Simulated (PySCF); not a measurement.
Rigid-rotor lines calculated for a species of formula CH6AlClFN (commonest isotopes; PBE0-D3(BJ)/def2-SVP geometry optimisation, gas phase (PySCF)), labelled J(Ka,Kc):

```tsv
transition	MHz
2(1,2) ← 1(1,1)	7848.3
1(1,1) ← 0(0,0)	4942.6
2(1,1) ← 1(1,0)	8108.4
1(0,1) ← 0(0,0)	3989.2
2(0,2) ← 1(0,1)	7965.9
```

(1) Find the rotational constants.

(2) What moments of inertia, asymmetry and inertial defect follow?

(3) Which dipole components do these lines need?

(4) Predict further lines from these constants: 2(2,1) ← 1(1,0); 2(1,2) ← 1(0,1); 2(2,1) ← 2(1,1); 2(1,1) ← 2(1,2); 2(1,2) ← 2(0,2); 2(2,0) ← 1(1,1); 2(0,2) ← 1(1,1); 2(2,0) ← 1(1,0); 1(1,1) ← 1(0,1); 2(2,0) ← 2(1,1).

(5) Which structure gave them?

## Answers

(1) 1(0,1) ← 0(0,0) is B + C, 2(1,1) ← 1(1,0) is 3B + C and 2(1,2) ← 1(1,1) is B + 3C, so B − C is half the difference of the last two, 130.0 MHz. 1(1,1) ← 0(0,0) is A + C. A = 3013.0, B = 2059.6, C = 1929.6 MHz.

(2) I = 505379 MHz·u·Å² over each constant: Ia = 167.73, Ib = 245.38, Ic = 261.91 u·Å²; κ = (2B − A − C)/(A − C) = -0.760 (asymmetric top); Δ = Ic − Ia − Ib = -151.20 u·Å².

(3) μa and μb (a-type: ΔKa even, ΔKc odd; b-type: both odd). The calculation gives |μa| = 2.34 D, |μb| = 2.04 D, |μc| = 5.32 D.

(4) 
```tsv
transition	MHz	type	branch
2(1,1) ← 2(1,2)	390	a	Q
2(1,2) ← 2(0,2)	836	c	Q
1(1,1) ← 1(0,1)	953	c	Q
2(2,1) ← 2(1,1)	2860	c	Q
2(2,0) ← 2(1,1)	2873	b	Q
2(0,2) ← 1(1,1)	7013	b	R
2(1,2) ← 1(0,1)	8802	b	R
2(2,1) ← 1(1,0)	10969	b	R
2(2,0) ← 1(1,0)	10981	c	R
2(2,0) ← 1(1,1)	11111	b	R
```

(5) `[CH3][Al@-]([NH3+])([F])[Cl]`, point group C1. Three constants can't fix a structure by themselves; this is the one that was computed:
```
atom  x, y, z in Å
C1     1.683    0.059   -0.137
Al2   -0.130    0.746   -0.298
N3    -1.369   -0.759    0.292
F4    -0.784    0.964   -1.834
Cl5   -0.792    2.200    1.125
H6     1.903   -0.321    0.875
H7     1.892   -0.752   -0.855
H8     2.417    0.857   -0.337
H9    -2.331   -0.415    0.266
H10   -1.183   -1.058    1.251
H11   -1.316   -1.580   -0.312
```

No frequency check. Zero-point vibration and centrifugal distortion are left out. A rigid rotor knows nothing of internal rotation, which can split or shift real lines. Quadrupole hyperfine structure (14N, 27Al, 35Cl) is left out.

On one thread, Arm Neoverse V2 (aarch64) (shared host), this took 30 s wall and 0.45 GiB of memory at its peak. This is the geometry optimisation.
